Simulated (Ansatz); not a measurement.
Reaction (formal exchange of groups at a C–N bond): `B[N](C)[GeH3]` + `[F][GeH2][SiH3]` → `[CH3][GeH]([F])[SiH3]` + `B[NH][GeH3]`

Calculated with Ansatz (gas phase, PBE0-D4/def2-TZVP geometries, no zero-point term in ΔE). CCSD(T)/CBS adds triple-zeta CCSD(T) − MP2 to the extrapolated MP2 energy (def2 sets, frozen cores). DFT in def2-TZVPP. B3LYP here is the variant with VWN-RPA as its local correlation; programs differ in this. HSE06 is defined as in plane-wave codes. For Ge outer-core shells are correlated without core-valence functions, which leaves a few kJ/mol of doubt a bond. Scalar relativity is left out up to krypton.

```
       level  ΔE (eV)
    B3LYP-D4    -0.70
CAM-B3LYP-D4    -0.70
     r2SCANh    -0.75
       HSE06    -0.74
```

Problem. What does CCSD(T)/CBS give? (Estimate.)

Solution. Computed: -0.75 eV. The listed levels differ from it by 0.05, 0.05, 0.00, 0.01 eV.

Largest T1 diagnostic among the species: 0.013.

Leaving LDA and LC-ωPBE aside and taking each functional with its dispersion term where it has one, the values, not all of them listed here, spread over 0.09 eV, from r2SCAN0-D4 to revPBE-D4. LDA lies +0.09 eV from PBE without D4. At CCSD(T), def2-SVP lies +0.17 eV from the extrapolated value and def2-TZVPP +0.01 eV.
